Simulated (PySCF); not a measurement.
Compound: C3F5O2 (charge -1).
Atom-mapped SMILES: `[O:1]=[C:2]([O-:3])[C:4]([F:5])([F:6])[C:7]([F:8])([F:9])[F:10]`

Geometry (PBE0-D3(BJ)/def2-SVP, Å), atoms numbered from 1 in this order:
```
atom  x, y, z in Å
O1     2.1635   -0.6820    1.0889
C2     1.4491    0.1301    0.4968
O3     1.6840    1.1911   -0.0996
C4    -0.0880   -0.2135    0.5213
F5    -0.3309   -1.5201    0.7878
F6    -0.7212    0.5058    1.4942
C7    -0.8367    0.0930   -0.7828
F8    -2.0832   -0.4238   -0.7488
F9    -0.2231   -0.4632   -1.8278
F10   -0.9747    1.3908   -1.0100
```

Method used: PBE0-D3(BJ)/def2-SVP geometry optimisation, gas phase (PySCF 2.14.0).

Take the most abundant isotopes and a rigid rotor. The values belong to one conformer with, in the numbering `[O:1]=[C:2]([O-:3])[C:4]([F:5])([F:6])[C:7]([F:8])([F:9])[F:10]`, O1–C2–C4–F5 -20°.

**Question.** What are A, B and C (GHz)?

**Answer.** Ia = 254.83, Ib = 415.48, Ic = 470.04 u·Å²; 505379 MHz·u·Å²/I gives 1983, 1216 and 1075 MHz, that is A = 1.9832, B = 1.2164, C = 1.0752 GHz.

**Question.** What kind of rotor is it?

**Answer.** An asymmetric top: κ = (2 × 1216 − 1983 − 1075)/(1983 − 1075) = -0.69.

**Question.** What does the inertial defect say?

**Answer.** Not planar: Δ = Ic − Ia − Ib = -200.27 u·Å². For a rigid frame Δ = −2 Σ m c², so Σ m c² = 100.14 u·Å² lies off the ab plane. The atom farthest from that plane is 1.47 Å away.

**Question.** Give the other two planar moments, Paa and Pbb, and the rms extents of the mass along the axes.

**Answer.** Paa = Σ m a² = (Ib + Ic − Ia)/2 = 315.35 and Pbb = Σ m b² = (Ia + Ic − Ib)/2 = 154.69 u·Å². With the mass M = 162.98 u, the rms extents √(P/M) along a, b and c are 1.39, 0.97, 0.78 Å.

**Question.** Predict some low-J microwave lines.

**Answer.** The dipole components (about the centre of mass, as the species is charged) are |μa| = 6.33 D, |μb| = 1.78 D, |μc| = 0.21 D. The squared components, which scale the intensities, stand as 1.00 : 0.08 : 0.00 (a : b : c). Some lines, for components of 0.1 D or more:

| type | branch | J(Ka,Kc) | MHz | lower level (cm⁻¹) |
| --- | --- | --- | --- | --- |
| a | Q | 2(1,1) ← 2(1,2) | 424 | 0.250 |
| c | Q | 3(1,3) ← 3(0,3) | 490 | 0.456 |
| c | Q | 2(1,2) ← 2(0,2) | 643 | 0.229 |
| c | Q | 1(1,1) ← 1(0,1) | 767 | 0.076 |
| a | Q | 3(1,2) ← 3(1,3) | 846 | 0.472 |
| b | Q | 2(1,1) ← 2(0,2) | 1067 | 0.229 |
| c | Q | 3(2,2) ← 3(1,2) | 2101 | 0.500 |
| a | R | 1(0,1) ← 0(0,0) | 2292 | 0.000 |
| c | Q | 2(2,1) ← 2(1,1) | 2301 | 0.264 |
| b | Q | 3(2,2) ← 3(1,3) | 2946 | 0.472 |
| a | R | 2(1,2) ← 1(1,1) | 4442 | 0.102 |
| a | R | 2(0,2) ← 1(0,1) | 4565 | 0.076 |
| b | R | 3(1,2) ← 2(2,1) | 4774 | 0.341 |
| b | R | 2(1,2) ← 1(0,1) | 5209 | 0.076 |
| a | R | 3(1,3) ← 2(1,2) | 6652 | 0.250 |
| a | R | 3(2,2) ← 2(2,1) | 6875 | 0.341 |
| b | R | 2(2,1) ← 1(1,0) | 7025 | 0.107 |
| c | R | 2(2,1) ← 1(1,1) | 7166 | 0.102 |
| b | R | 2(2,0) ← 1(1,1) | 7184 | 0.102 |
| b | R | 3(2,1) ← 2(1,2) | 9686 | 0.250 |
| b | R | 3(3,1) ← 2(2,0) | 11055 | 0.342 |
| c | R | 3(3,0) ← 2(2,0) | 11056 | 0.342 |
| c | R | 3(3,1) ← 2(2,1) | 11072 | 0.341 |

Whether it is a minimum is left open (no frequencies). The geometry's basis has no diffuse functions, a weakness for an anion. These are rigid-rotor constants of the computed structure; measured ground-state constants (B0) also hold zero-point vibration.
